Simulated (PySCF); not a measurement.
Molecule: SMILES C1=CO[C@H](F)[C@@H]1F, C₄H₄F₂O.

Atoms are numbered as in `[F:1][C@@H:2]1[CH:3]=[CH:4][O:5][C@@H:6]1[F:7]`. Each H is labelled by its parent atom.

Spin–spin couplings on one PBE0-D3(BJ)/def2-SVP geometry, PySCF 2.14, gas phase, non-relativistic, equivalent pairs averaged (spin–dipole term only in couplings to heteroatoms); isotopes ¹³C, ¹⁹F, ¹H; functional B3LYP.

Q: How do the couplings (Hz) change with the basis set? Times are CPU seconds on 1 thread of an Arm Neoverse V1, shared host. Far from the basis limit: pcJ-0, 6-31G*, def2-TZVP, cc-pVTZ.

A: 
```
basis set  functions  ¹J(C6,F7)  ¹J(F1,C2)  ¹J(C4,H(C4))  ¹J(C3,H(C3))  ¹J(C6,H(C6))  ¹J(C2,H(C2))  ¹J(C3,C4)  core-s
    pcJ-0        103     -422.0     -363.9         184.7         179.0         161.8         141.0       59.9      12
   6-31G*        106     -260.4     -215.2         189.9         182.1         190.6         171.7       96.1      17
def2-TZVP        241     -343.0     -293.3         194.7         183.9         183.0         155.3       80.6      45
  cc-pVTZ        266     -297.5     -249.5         184.4         175.6         171.9         142.2       97.1      86
```

The Fermi-contact term samples the wavefunction at the nucleus, which is why sets with added tight s functions (names with J) are made for couplings.
